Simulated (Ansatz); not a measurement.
Reaction (formal exchange of groups at a Ge–C bond): `C#CC[CH2][GeH3]` + `[F][SnH]([F])[F]` → `[F][Sn]([F])([F])[GeH3]` + `C#CCC`

Gas-phase electronic energies from Ansatz, PBE0-D4/def2-TZVP geometries. CBS: MP2 limit from def2 TZ/QZ plus the TZ coupled-cluster correction, frozen cores. DFT in def2-TZVPP. B3LYP here is the variant with VWN-RPA as its local correlation; programs differ in this. Elements past krypton have def2 core potentials. For Ge, Sn outer-core shells are correlated without core-valence functions, which leaves a few kJ/mol of doubt a bond. Scalar relativity is left out up to krypton. Each species was taken in one conformer, which may not be the lowest.

`C#CC[CH2][GeH3]`:

```xyz
13

C     1.888    2.455   -0.729
C     0.961    1.751   -0.433
C    -0.139    0.870   -0.077
C     0.287   -0.597    0.013
Ge   -1.193   -1.792    0.489
H     2.705    3.084   -0.991
H    -0.561    1.200    0.879
H    -0.939    0.987   -0.817
H     1.078   -0.711    0.757
H     0.703   -0.924   -0.943
H    -0.705   -3.248    0.561
H    -2.311   -1.688   -0.566
H    -1.775   -1.388    1.856
```

`[F][SnH]([F])[F]`:

Cartesian coordinates in Å:
```
F -0.195 1.820 -0.240
Sn 0.092 -0.022 0.072
F 0.277 -0.787 -1.647
F -1.562 -0.672 0.720
H 1.389 -0.340 1.095
```

`[F][Sn]([F])([F])[GeH3]`:

```xyz
8

F     1.134   -2.332   -0.328
Sn   -0.290   -1.120    0.028
F    -1.629   -1.636   -1.223
F    -0.983   -1.731    1.692
Ge    0.361    1.391   -0.035
H     0.876    1.669   -1.446
H     1.443    1.584    1.027
H    -0.912    2.175    0.284
```

`C#CCC`:

```xyz
10

C     0.903   -0.666    1.995
C     0.644   -0.506    0.834
C     0.310   -0.295   -0.565
C    -0.845    0.682   -0.758
H     1.137   -0.812    3.023
H     1.200    0.070   -1.089
H     0.063   -1.261   -1.019
H    -1.061    0.812   -1.821
H    -1.748    0.318   -0.265
H    -0.602    1.658   -0.335
```

| level | ΔE (kJ/mol) | difference from CCSD(T)/CBS |
| --- | --- | --- |
| PBE-D4 | -96.7 | -10.4 |
| r2SCAN-D4 | -92.7 | -6.4 |
| PBE0-D4 | -92.9 | -6.6 |
| B3LYP-D4 | -97.0 | -10.7 |
| ωB97M-V | -87.6 | -1.3 |
| B2PLYP | -92.0 | -5.7 |
| PBE | -98.5 | -12.2 |
| MP2/def2-TZVPP | -80.3 | 6.0 |
| MP2/CBS(def2) | -87.6 | -1.3 |
| CCSD/CBS(def2) | -87.5 | -1.2 |
| CCSD(T)/CBS | -86.3 | 0 |

Largest T1 diagnostic among the species: 0.015.

From PBE to PBE0 (25 % exact exchange), in def2-TZVPP and without D4, ΔE moves by +4.2 kJ/mol. In def2-TZVPP, CCSD(T) changes the Hartree–Fock value by +7.8 kJ/mol (the triples alone add +1.3 kJ/mol) and MP2 by +6.4 kJ/mol.
